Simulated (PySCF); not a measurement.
C2H3N3 (SMILES c1nc[nH]n1), singlet, geometry from GFN2-xTB; SCAN/6-31G* (PySCF).

PySCF was given this input:
```python
from pyscf import gto, scf, dft

mol = gto.M(
    atom='''
C     1.11923740   -0.03272439   -0.00697492
N     0.42204774    1.12248960    0.01417623
C    -0.82487582    0.72748791    0.01555713
N    -0.87641108   -0.61852814   -0.00407798
N     0.36888823   -1.10715438   -0.01853564
H     2.18839575   -0.06992044   -0.01372567
H    -1.68578985    1.36316596    0.02996358
H    -1.67044963   -1.23947616   -0.00866946
''',
    basis='6-31g*',
    verbose=4,
)

mf = dft.RKS(mol)
mf.xc = 'scan'
mf.kernel()
```

It wrote (shortened):

```
PySCF version 2.14.0

[INPUT] verbose = 4
[INPUT] num. atoms = 8
[INPUT] num. electrons = 36
[INPUT] charge = 0
[INPUT] spin (= nelec alpha-beta = 2S) = 0
[INPUT] symmetry False subgroup None
[INPUT] Mole.unit = angstrom
[INPUT] Symbol           X                Y                Z      unit          X                Y                Z       unit  Magmom
[INPUT]  1 C      1.119237400000  -0.032724390000  -0.006974920000 AA    2.115052154370  -0.061840134693  -0.013180688541 Bohr   0.0
[INPUT]  2 N      0.422047740000   1.122489600000   0.014176230000 AA    0.797554640092   2.121197921673   0.026789192179 Bohr   0.0
[INPUT]  3 C     -0.824875820000   0.727487910000   0.015557130000 AA   -1.558789386576   1.374752908832   0.029398714984 Bohr   0.0
[INPUT]  4 N     -0.876411080000  -0.618528140000  -0.004077980000 AA   -1.656176913734  -1.168848784937  -0.007706265341 Bohr   0.0
[INPUT]  5 N      0.368888230000  -1.107154380000  -0.018535640000 AA    0.697097725276  -2.092218555813  -0.035027283144 Bohr   0.0
[INPUT]  6 H      2.188395750000  -0.069920440000  -0.013725670000 AA    4.135468619662  -0.132130482109  -0.025937757176 Bohr   0.0
[INPUT]  7 H     -1.685789850000   1.363165960000   0.029963580000 AA   -3.185681120072   2.576010326730   0.056622959911 Bohr   0.0
[INPUT]  8 H     -1.670449630000  -1.239476160000  -0.008669460000 AA   -3.156692305581  -2.342270480328  -0.016382905048 Bohr   0.0

nuclear repulsion = 166.771669600378
number of shells = 36
number of NR pGTOs = 147
number of NR cGTOs = 76
basis = 6-31g*
ecp = {}

******** <class 'pyscf.dft.rks.RKS'> ********
method = RKS
initial guess = minao
damping factor = 0
level_shift factor = 0
DIIS = <class 'pyscf.scf.diis.CDIIS'>
diis_start_cycle = 1
diis_space = 8
diis_damp = 0
SCF conv_tol = 1e-09
SCF conv_tol_grad = None
SCF max_cycles = 50
direct_scf = True
direct_scf_tol = 1e-13
XC library pyscf.dft.libxc version 7.1.2
    S. Lehtola, C. Steigemann, M. J. T. Oliveira, and M. A. L. Marques,  SoftwareX 7, 1–5 (2018)
XC functionals = scan
    J. Sun, A. Ruzsinszky, and J. P. Perdew,  Phys. Rev. Lett. 115, 036402 (2015)
    J. Sun, A. Ruzsinszky, and J. P. Perdew,  Phys. Rev. Lett. 115, 036402 (2015)
radial grids:
    Treutler-Ahlrichs [JCP 102, 346 (1995); DOI:10.1063/1.469408] (M4) radial grids

becke partition: Becke, JCP 88, 2547 (1988); DOI:10.1063/1.454033
pruning grids: <function nwchem_prune>
grids dens level: 3
symmetrized grids: False
atomic radii adjust function: <function treutler_atomic_radii_adjust>
small_rho_cutoff = 0
Set gradient conv threshold to 3.16228e-05
Initial guess from minao.
tot grids = 99368
init E= -243.045744951101
  HOMO = -0.285769951540793  LUMO = -0.0537262461126433  gap/eV = 6.31423
cycle= 1 E= -242.101600511765  delta_E= 0.944  |g|= 0.414  |ddm|= 3.13
  HOMO = -0.143977808158388  LUMO = 0.00313088245592752  gap/eV = 4.00303
cycle= 2 E= -241.971275825668  delta_E= 0.13  |g|= 0.849  |ddm|= 1.28
  HOMO = -0.227429911408707  LUMO = -0.00242902107723575  gap/eV = 6.12259
cycle= 3 E= -242.142129310614  delta_E= -0.171  |g|= 0.122  |ddm|= 0.876
  HOMO = -0.241103872220095  LUMO = -0.0199519947645537  gap/eV = 6.01785
cycle= 4 E= -242.144984492552  delta_E= -0.00286  |g|= 0.0555  |ddm|= 0.144
  HOMO = -0.238920333385122  LUMO = -0.0174365759252146  gap/eV = 6.02688
cycle= 5 E= -242.145577216127  delta_E= -0.000593  |g|= 0.0227  |ddm|= 0.0591
  HOMO = -0.238169190880303  LUMO = -0.0164613034761523  gap/eV = 6.03298
cycle= 6 E= -242.145687514973  delta_E= -0.00011  |g|= 0.0079  |ddm|= 0.0251
  HOMO = -0.238242394671026  LUMO = -0.016561367202149  gap/eV = 6.03225
cycle= 7 E= -242.145701478484  delta_E= -1.4e-05  |g|= 0.00271  |ddm|= 0.00945
  HOMO = -0.238289267324361  LUMO = -0.0166750801224658  gap/eV = 6.03043
cycle= 8 E= -242.145703274877  delta_E= -1.8e-06  |g|= 0.000235  |ddm|= 0.00253
  HOMO = -0.238288582796041  LUMO = -0.0166705154463629  gap/eV = 6.03053
cycle= 9 E= -242.145703279802  delta_E= -4.92e-09  |g|= 0.000184  |ddm|= 0.000282
  HOMO = -0.238282451536266  LUMO = -0.0166678569100096  gap/eV = 6.03044
cycle= 10 E= -242.14570328686  delta_E= -7.06e-09  |g|= 1.71e-05  |ddm|= 0.000134
  HOMO = -0.238284687403776  LUMO = -0.0166689994138145  gap/eV = 6.03047
cycle= 11 E= -242.145703286921  delta_E= -6.05e-11  |g|= 4.66e-06  |ddm|= 2.04e-05
  HOMO = -0.238283318630477  LUMO = -0.016668801081444  gap/eV = 6.03044
Extra cycle  E= -242.145703286902  delta_E= 1.85e-11  |g|= 9.94e-06  |ddm|= 1.36e-05
converged SCF energy = -242.145703286902
```
